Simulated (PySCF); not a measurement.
PySCF job for CH₆Cl₂Si₂, SMILES [SiH3]C[SiH](Cl)Cl, PBE-D3(BJ)/def2-SVP. The structure is a stationary point at PBE-D3(BJ)/def2-SVP. A frequency run showed that this geometry is not a minimum. The values are those of a single conformer.

```python
import numpy as np
from pyscf import gto, scf, dft, df
from pyscf.hessian import thermo

mol = gto.M(
    atom='''
    Si   -1.71886291   -1.56124209    0.45348190
    C    -0.35352394   -1.29095091   -0.84393482
    Si    0.72946884    0.21342729   -0.61699991
    Cl   -0.44625153    1.92594025   -0.67948470
    Cl    1.67908644    0.10855319    1.22866751
    H    -2.49662035   -2.79974162    0.09996230
    H    -2.65205949   -0.38486063    0.47195949
    H    -1.10952618   -1.73725334    1.81458133
    H    -0.82489277   -1.21699648   -1.84849058
    H     0.30874040   -2.18428271   -0.85679594
    H     1.78882574    0.35185885   -1.66446345
    ''',
    basis='def2-SVP',
    charge=0,
    spin=0,
    max_memory=1600,
    verbose=3,
)
mf = dft.RKS(mol, xc='pbe').density_fit(auxbasis='def2-universal-jkfit')
mf.disp = 'd3bj'
mf.grids.level = 3
mf.conv_tol = 1e-11
mf.max_cycle = 100
mf.kernel()

# [left out here: the lines that compute and print the analytic Hessian (its translational invariance restored by hand, since the grid's response is missing), thermochemistry and intensities]
```

It prints:

```
[...]
Mode                                 6                   7                   8
Irrep
Freq [cm^-1]                      473.2976            477.1450            555.4102
Reduced mass [au]                   1.1279              8.5042              2.1052
Force const [Dyne/A]                0.1489              1.1407              0.3826
Char temp [K]                     680.9698            686.5055            799.1116
Normal mode                   x     y     z       x     y     z       x     y     z
       0  Si                -0.01  0.02 -0.02    0.04  0.02 -0.02   -0.05 -0.04  0.02
       1   C                -0.04  0.05 -0.03    0.02  0.07  0.07    0.03 -0.04 -0.07
       2  Si                -0.01  0.01  0.00   -0.06  0.02  0.09    0.03  0.08  0.04
       3  Cl                 0.01 -0.02  0.00    0.04 -0.06 -0.00    0.02 -0.03 -0.00
       4  Cl                 0.01  0.00  0.01   -0.03  0.00 -0.07   -0.01  0.00 -0.03
       5   H                 0.11 -0.09  0.08    0.10  0.01 -0.14   -0.33  0.03  0.41
       6   H                -0.21 -0.15  0.41   -0.01 -0.02 -0.04    0.16  0.14 -0.02
       7   H                 0.43 -0.05 -0.22   -0.08 -0.03  0.03    0.14  0.15 -0.03
       8   H                 0.27 -0.28 -0.19    0.00  0.13  0.08    0.10  0.01 -0.10
       9   H                 0.01  0.07  0.44    0.03  0.09  0.01    0.09  0.01 -0.10
      10   H                 0.01 -0.02  0.02   -0.08 -0.03  0.05    0.07  0.17  0.09
Mode                                 9                  10                  11
Irrep
Freq [cm^-1]                      562.8113            644.5238            710.4861
Reduced mass [au]                   7.9854              1.4778              1.3012
Force const [Dyne/A]                1.4903              0.3617              0.3870
Char temp [K]                     809.7602            927.3262           1022.2314
Normal mode                   x     y     z       x     y     z       x     y     z
       0  Si                -0.01  0.01 -0.01   -0.02  0.03  0.04   -0.02  0.02 -0.02
       1   C                 0.01 -0.01  0.01    0.03 -0.07 -0.11    0.08 -0.07  0.07
       2  Si                 0.09 -0.07  0.08   -0.01  0.01  0.02   -0.01  0.01 -0.01
       3  Cl                -0.04  0.06 -0.00    0.01 -0.00 -0.00    0.01 -0.00 -0.00
       4  Cl                -0.03  0.00 -0.06    0.00  0.01 -0.01   -0.00 -0.00  0.01
       5   H                 0.04 -0.04  0.04    0.24 -0.04 -0.32    0.09 -0.08  0.08
       6   H                -0.06 -0.04  0.11   -0.22 -0.14  0.09   -0.14 -0.08  0.25
       7   H                 0.12 -0.01 -0.06   -0.20 -0.16  0.10    0.26 -0.02 -0.15
       8   H                 0.07  0.08 -0.01   -0.09 -0.14 -0.06    0.02  0.34  0.12
       9   H                -0.07 -0.08  0.01   -0.08 -0.15 -0.04   -0.15 -0.23 -0.23
      10   H                 0.11 -0.10  0.10    0.16  0.44  0.25   -0.34  0.30 -0.30
Mode                                12                  13                  14
Irrep
Freq [cm^-1]                      748.0569            795.2617            800.5675
Reduced mass [au]                   2.1491              1.4192              1.2654
Force const [Dyne/A]                0.7086              0.5288              0.4778
Char temp [K]                    1076.2874           1144.2046           1151.8384
Normal mode                   x     y     z       x     y     z       x     y     z
       0  Si                 0.04 -0.00 -0.05   -0.01 -0.02 -0.00   -0.02  0.01 -0.01
       1   C                -0.13 -0.08  0.08    0.01  0.08  0.07    0.06 -0.05  0.05
       2  Si                 0.03  0.05  0.01   -0.03 -0.06 -0.03   -0.04  0.03 -0.03
       3  Cl                 0.00 -0.00 -0.00    0.00  0.00 -0.00   -0.00 -0.00  0.01
       4  Cl                -0.00  0.00 -0.00    0.00  0.00  0.00    0.01 -0.00 -0.00
       5   H                -0.04  0.01  0.06   -0.01 -0.01  0.01    0.05 -0.04  0.05
       6   H                 0.07  0.02 -0.04    0.18  0.13 -0.14   -0.10 -0.05  0.16
       7   H                 0.05  0.03 -0.05    0.23  0.09 -0.10    0.16 -0.01 -0.09
       8   H                -0.33 -0.23  0.16    0.03  0.09  0.06   -0.10  0.13  0.13
       9   H                -0.33 -0.22  0.16    0.03  0.09  0.05    0.02 -0.07 -0.20
      10   H                 0.09  0.18  0.09    0.24  0.59  0.34    0.48 -0.44  0.43
Mode                                15                  16                  17
Irrep
Freq [cm^-1]                      890.9854            911.7599            912.7065
Reduced mass [au]                   1.1367              1.0350              1.0379
Force const [Dyne/A]                0.5317              0.5069              0.5094
Char temp [K]                    1281.9296           1311.8195           1313.1814
Normal mode                   x     y     z       x     y     z       x     y     z
       0  Si                 0.03  0.00 -0.04   -0.02  0.02 -0.02   -0.01 -0.03 -0.01
       1   C                 0.02  0.03  0.01   -0.01  0.00 -0.00    0.00  0.00 -0.01
       2  Si                -0.01 -0.03 -0.01   -0.00  0.00 -0.00    0.00  0.00  0.00
       3  Cl                -0.00  0.00  0.00    0.00 -0.00  0.00   -0.00 -0.00  0.00
       4  Cl                 0.00  0.00  0.00    0.00  0.00  0.00   -0.00 -0.00  0.00
       5   H                -0.31  0.08  0.43    0.45 -0.40  0.42    0.22 -0.08 -0.27
       6   H                -0.22 -0.20  0.43    0.33  0.28  0.04    0.33  0.25  0.51
       7   H                -0.48  0.03  0.20   -0.22 -0.43  0.03   -0.13  0.60  0.13
       8   H                 0.00  0.03  0.02    0.01 -0.00 -0.02   -0.02 -0.04  0.00
       9   H                 0.01  0.03  0.02   -0.01  0.00  0.02   -0.03 -0.03 -0.01
      10   H                 0.06  0.16  0.09    0.01 -0.00  0.01   -0.01 -0.03 -0.02
Mode                                18                  19                  20
Irrep
Freq [cm^-1]                      984.1379           1043.6413           1319.5491
Reduced mass [au]                   1.0513              1.6638              1.0881
Force const [Dyne/A]                0.5999              1.0677              1.1162
Char temp [K]                    1415.9553           1501.5675           1898.5374
Normal mode                   x     y     z       x     y     z       x     y     z
       0  Si                 0.02 -0.01  0.01   -0.02 -0.01  0.00    0.00  0.00  0.00
       1   C                -0.00  0.00 -0.00    0.14  0.11 -0.06   -0.01  0.05  0.06
       2  Si                -0.02  0.01 -0.02   -0.02 -0.01  0.01   -0.00 -0.00  0.00
       3  Cl                 0.00  0.00  0.00   -0.00  0.00 -0.00   -0.00  0.00 -0.00
       4  Cl                 0.00 -0.00 -0.00    0.00  0.00  0.00    0.00 -0.00  0.00
       5   H                -0.04  0.03 -0.04   -0.08  0.00  0.10   -0.00  0.00  0.01
       6   H                 0.07  0.03 -0.13    0.04  0.04 -0.06   -0.01 -0.01 -0.01
       7   H                -0.13  0.02  0.08    0.08  0.01 -0.03   -0.00 -0.02 -0.00
       8   H                 0.51  0.36 -0.22   -0.40 -0.27  0.17    0.33 -0.57 -0.16
       9   H                -0.50 -0.36  0.23   -0.38 -0.28  0.19   -0.21 -0.11 -0.63
      10   H                 0.09 -0.08  0.08   -0.06 -0.12 -0.05   -0.00  0.00  0.01
Mode                                21                  22                  23
Irrep
Freq [cm^-1]                     2166.3232           2183.2773           2190.6109
Reduced mass [au]                   1.0313              1.0384              1.0514
Force const [Dyne/A]                2.8515              2.9163              2.9727
Char temp [K]                    3116.8568           3141.2499           3151.8013
Normal mode                   x     y     z       x     y     z       x     y     z
       0  Si                 0.02  0.02  0.00    0.00 -0.02 -0.02    0.02 -0.02  0.02
       1   C                 0.00  0.00  0.00   -0.00 -0.00  0.00    0.00 -0.00  0.00
       2  Si                 0.00 -0.00 -0.00    0.00 -0.00 -0.00    0.00 -0.00  0.00
       3  Cl                -0.00  0.00  0.00   -0.00  0.00  0.00   -0.00  0.00  0.00
       4  Cl                 0.00  0.00  0.00    0.00  0.00  0.00    0.00  0.00 -0.00
       5   H                -0.48 -0.78 -0.23    0.14  0.22  0.06    0.01 -0.01  0.01
       6   H                -0.12  0.17  0.00   -0.43  0.53 -0.00   -0.42  0.53  0.01
       7   H                 0.09 -0.01  0.18    0.27 -0.09  0.59   -0.28  0.07 -0.64
       8   H                 0.00 -0.00  0.00    0.00  0.00 -0.00    0.00 -0.00  0.00
       9   H                 0.00  0.00 -0.00    0.00 -0.00 -0.00    0.00 -0.00 -0.00
      10   H                -0.02 -0.00  0.03   -0.03 -0.00  0.04    0.00  0.00 -0.00
Mode                                24                  25                  26
Irrep
Freq [cm^-1]                     2199.3148           2981.0446           3048.2678
Reduced mass [au]                   1.0427              1.0596              1.1023
Force const [Dyne/A]                2.9715              5.5477              6.0349
Char temp [K]                    3164.3244           4289.0594           4385.7787
Normal mode                   x     y     z       x     y     z       x     y     z
       0  Si                -0.00  0.00  0.00   -0.00 -0.00  0.00    0.00 -0.00  0.00
       1   C                -0.00 -0.00 -0.00    0.01 -0.04 -0.05    0.06 -0.05  0.05
       2  Si                 0.02  0.00 -0.02    0.00  0.00 -0.00    0.00 -0.00  0.00
       3  Cl                 0.00 -0.00  0.00   -0.00  0.00  0.00   -0.00  0.00 -0.00
       4  Cl                -0.00  0.00 -0.00   -0.00  0.00  0.00   -0.00  0.00 -0.00
       5   H                 0.01  0.02  0.00    0.00  0.00  0.00   -0.00  0.00 -0.00
       6   H                 0.02 -0.03 -0.00   -0.00  0.00  0.00   -0.00  0.00  0.00
       7   H                -0.02  0.01 -0.04    0.00  0.00  0.00   -0.00  0.00 -0.00
       8   H                -0.00  0.00 -0.00    0.30 -0.06  0.61   -0.28  0.04 -0.61
       9   H                 0.00 -0.00  0.00   -0.41  0.55 -0.01   -0.39  0.54  0.01
      10   H                -0.69 -0.10  0.68   -0.00 -0.00  0.00   -0.00  0.00 -0.00
temperature 298.1500 [K]
pressure 101325.00 [Pa]
Rotational constants [GHz] 1.90972 1.40095 0.98772
Symmetry number 1
Zero-point energy (ZPE) 0.06258 [Eh]   164306.004 [J/mol]
                           tot       elec      trans        rot        vib
Entropy [J/mol/K]       365.502      0.000    170.825    122.122     72.554
Cv [J/mol/K]            109.897      0.000     12.472     12.472     84.954
Cp [J/mol/K]            118.212      0.000     20.786     12.472     84.954
Internal energy [J/mol]                      3718.434   3718.434 176520.817
Internal energy [Eh]   -1539.90433  -1539.97439
Enthalpy [J/mol]                             6197.391   3718.434 176520.817
Enthalpy [Eh]          -1539.90338
Gibbs free energy [J/mol]                  -44734.140 -32692.351 154888.705
Gibbs free energy [Eh] -1539.94489
mode   freq/cm-1   IR/(km/mol)
   1      -32.51         0.088
   2       96.37         0.063
   3      106.85         1.668
   4      174.20         2.443
   5      186.89         0.024
   6      306.32         8.078
   7      473.30         4.880
   8      477.15        23.033
   9      555.41         4.038
  10      562.81        73.254
  11      644.52        23.542
  12      710.49        12.298
  13      748.06        41.912
  14      795.26       237.822
  15      800.57       195.050
  16      890.99       150.567
  17      911.76        32.475
  18      912.71        40.414
  19      984.14         1.985
  20     1043.64        50.921
  21     1319.55        10.010
  22     2166.32       103.089
  23     2183.28        67.206
  24     2190.61        80.410
  25     2199.31       100.727
  26     2981.04         0.248
  27     3048.27         0.039
max |gradient| / (hartree/bohr): 6.231766977202757e-05
APT charges: [ 0.9796 -0.6472  1.5695 -0.5034 -0.5035 -0.2437 -0.2134 -0.214   0.0291
  0.029  -0.2819]
```

The calculation finished and met its thresholds. The end point has an imaginary mode, so it is no minimum.

Cost: about 2.3 core-minutes (a rough figure).
